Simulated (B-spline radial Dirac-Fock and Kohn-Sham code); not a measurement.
**Dipole and non-dipole photoemission parameters of W²⁺ 5d5/2**

System: tungsten as W²⁺ in the configuration [Xe] 4f14 5d4; threshold 23.56 eV (orbital energy of the model). Model: Dirac-Hartree-Slater photoionisation with a Latter tail; cross sections with all multipoles, angular parameters from the dipole term and its interference with E2. Program: an atomic code on a B-spline grid.

For linearly polarised light dσ/dΩ = σ/(4π) [1 + β P₂(cos θ) + (δ + γ cos²θ) sin θ cos φ], with θ from the polarisation vector and φ the angle between the beam and the projection of the electron momentum on the plane normal to the polarisation.

```
hν (eV)   σ (kb)       β       γ       δ
   62.9     1150   1.351   0.056   0.017
   63.7     1100   1.367   0.059   0.017
   74.3      615   1.573   0.104   0.018
    109      118   1.991   0.283   0.003
    150     27.2   1.272   0.265  -0.016
    167     19.3   0.512   0.125  -0.002
    249     16.8  -0.433  -0.033   0.066
    300     18.3  -0.036   0.086   0.059
    323     18.6   0.115   0.126   0.053
    465     17.2   0.690   0.197   0.022
    600     14.2   0.950   0.146   0.007
    650     13.1   1.014   0.122   0.005
    840     9.60   1.174   0.037   0.000
   1290     4.86   1.328  -0.039   0.006
   1920     2.22   1.378   0.031   0.019
   2000     2.03   1.380   0.047   0.020
   2860    0.886   1.362   0.250   0.038
   3280        ?       ?       ?       ?
   3310    0.613   1.341   0.363   0.047
   3740    0.445   1.319   0.468   0.056
   4580    0.256   1.273   0.660   0.074
 5414.7    0.159   1.227   0.832   0.093
   6000    0.117   1.195   0.940   0.106
   6260    0.104   1.182   0.985   0.111
   6360   0.0987   1.177   1.002   0.114
   6780   0.0813   1.156   1.071   0.123
 8047.8   0.0479   1.096   1.257   0.152
  10900   0.0180   0.984   1.591   0.215
  12000   0.0130   0.946   1.697   0.239
  13800  0.00809   0.891   1.848   0.278
```

Question: Give the values at 3280 eV.

Answer: σ = 0.628 kb, β = 1.343, γ = 0.355, δ = 0.047.

Values without a named source are computed, but for edge energies of neutral atoms, which are taken from tables.
